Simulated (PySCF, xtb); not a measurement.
Cd(I)(GeH3) (CdGeH3I), SMILES [GeH3][Cd][I].

Harmonic wavenumbers (cm⁻¹) from GFN2-xTB (xtb) at its own minimum, in rising order: 25, 44, 167, 232, 316, 333, 825, 890, 894, 1859, 1930, 2015.

Problem. What does r2SCAN-D4/def2-SVP in PySCF give at its own minimum? (Estimate from the structure and the level; the computed values follow.)

Solution. 53, 53, 155, 260, 418, 418, 774, 889, 889, 2133, 2148, 2148. Paired by order, the mean absolute difference is 79 cm⁻¹ and the zero-point energies are 13.6 and 14.8 kcal/mol.
